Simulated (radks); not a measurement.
Problem. Charge is removed step by step from the 5p level of the holmium ion Ho2+, starting from [Xe] 4f11. Calculated with a radial shooting solver on a logarithmic mesh with Libxc functionals: scalar-relativistic Kohn-Sham, PBEsol, spin-unpolarised, spherical densities, point nucleus. At the starting occupation the eigenvalue is -40.114 eV. Estimate the energy to remove one whole electron from this level, the eigenvalue at the end, and how far E(n) bends from a straight line.

Solution. Delta-SCF 46.704 eV; final eigenvalue -53.516 eV; the deviation from the straight line is -1.675 eV at 0.5 electron removed, the largest on the grid computed. Slater's transition state (half an electron removed) gives 46.707 eV. Integrating minus the eigenvalue over the occupation (Janak's theorem) gives 46.743 eV. In this scalar-relativistic scheme the density is built from large components alone, so the theorem holds only approximately. The mean slope of the eigenvalue, de/dn, is 13.4 eV per electron.
